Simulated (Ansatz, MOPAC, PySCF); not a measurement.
Isomers of CH6InN: 1 is [CH3][InH][NH2], 2 is C[NH][InH2]; one conformer of each (the lowest of an xTB search), B3LYP-D3(BJ)/def2-TZVP minima.
Isomer 1 (charge 0, multiplicity 1):
```xyz
9

C      1.60776    -0.26018     0.23328
In    -0.20905     0.73979    -0.38335
N     -1.91223    -0.29061     0.01569
H      1.37277    -1.24939     0.62286
H      2.10723     0.31929     1.00963
H      2.28946    -0.35983    -0.61094
H     -0.47595     2.25645    -1.15488
H     -1.93920    -1.19104     0.46694
H     -2.84078     0.03553    -0.19923
```
Isomer 2 (charge 0, multiplicity 1, Z-matrix in Å and degrees):
```
N
H 1 1.0091
C 1 1.4512 2 112.61
H 3 1.0918 1 109.92 2 179.98
H 3 1.0973 4 107.13 1 122.48
H 3 1.0973 4 107.13 5 115.05
In 1 2.0263 2 119.20 3 -179.95
H 7 1.7161 1 114.60 2 -0.06
H 7 1.7176 8 131.87 1 179.92
```

No zero-point or thermal terms.

Correlated levels freeze the cores. Filled d and f shells under p-block atoms count as core. The state that PM6 reach isn't checked.

The values were computed with Ansatz (Gaussian basis) for Hartree–Fock, density functionals and correlated methods; MOPAC for PM6 (differences of heats of formation); PySCF for the dispersion terms. Values without a source in brackets are computed. In def2 rows elements past Kr take small-core potentials, without spin–orbit coupling.

Task: One of these levels gives 43.3 kJ/mol for the electronic energy of isomer 2 less that of isomer 1. Which?
A. BLYP-D4/def2-TZVPP
B. CCSD(T)/def2-SVP
C. PM6
D. B97M-V/def2-TZVPP

Result: B, CCSD(T)/def2-SVP. The others give 107.7 (PM6), 58.7 (BLYP-D4/def2-TZVPP), 53.9 (B97M-V/def2-TZVPP)

Ansatz is a program for electronic structure.
